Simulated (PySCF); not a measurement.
# One molecule, several mistakes: ClFH2Si

These are calculations, not measurements. They come from PySCF 2.14.0, an open-source quantum chemistry program, on an isolated molecule that a program drew, which may never have been made. The molecule is ClFH2Si (charge 0, singlet), drawn as the SMILES string `F[SiH2]Cl`.

Each row is a Hartree-Fock (HF) and frozen-core CCSD(T) single point in the cc-pV(D+d)Z basis, meant for a local HF minimum. Run 1 is clean. Each other run has one planted mistake out of seven kinds, and not every kind appears here: one electron removed, one electron added, multiplicity raised by two, geometry at a saddle point, minimal basis STO-3G, one bond length entered in bohr, all coordinates scaled. The reference is restricted for singlets and unrestricted otherwise, and also for a bond in bohr. Adding or removing an electron swaps singlet and doublet. Electrons count all cores. HOMO and LUMO are orbital energies over both spins, the gradient is its largest component, and the lowest frequency (negative if imaginary) is given only where the gradient is small. Bond lengths are over the 4 bonds as drawn. T1 is the CCSD diagnostic: over 0.02 (restricted) or 0.045 (unrestricted) a single reference is doubtful.

Geometry of the clean run:
```xyz
5
ClFH2Si, angstrom
F    -2.1156    2.5244   -0.7868
Si   -2.0279    2.2757   -2.3688
Cl   -2.2703    0.2732   -2.7220
H    -0.6979    2.6825   -2.8221
H    -3.1210    3.0085   -3.0076
```

```
run,electrons,basis functions,<S^2>,HOMO (eV),LUMO (eV),gradient (hartree/bohr),lowest frequency (cm^-1),mean bond (Å),longest bond (Å),T1,HF (hartree),CCSD(T) (hartree),mistake
1,42,70,0.000,-12.65,3.76,5.2e-06,262,1.6443,2.048,0.0106,-849.15820,-849.61899,no fault
2,42,70,0.000,-12.56,2.89,7.0e-02,-,1.7824,2.220,0.0126,-849.12839,-849.59593,all coordinates scaled
3,42,70,2.015,-3.59,-3.49,1.5e-01,-,1.6443,2.048,0.0571,-848.84789,-849.31385,multiplicity raised by two
4,42,25,0.000,-10.37,9.46,3.8e-02,-,1.6443,2.048,0.0086,-839.45314,-839.53079,minimal basis STO-3G
5,43,70,0.757,2.70,9.99,8.4e-02,-,1.6443,2.048,0.0115,-849.03865,-849.51232,one electron added
6,41,70,0.761,-19.72,-10.03,8.7e-02,-,1.6443,2.048,0.0410,-848.74038,-849.18566,?
```

**Which mistake was planted in run 6, and what did it cost?**

It counts 41 electrons, one fewer than the clean run, at the same geometry and basis. So the mistake is: one electron removed. Subtracting run 1 and multiplying by 627.51 kcal/mol a hartree, the energy moved by 262.2 kcal/mol in HF and 271.9 kcal/mol in CCSD(T).

Cautions from the logs. Run 3: T1 is over the limit, so its CCSD(T) energy is less reliable; run 5: the HOMO is above zero, so the electron isn't bound and the energy depends on the basis.
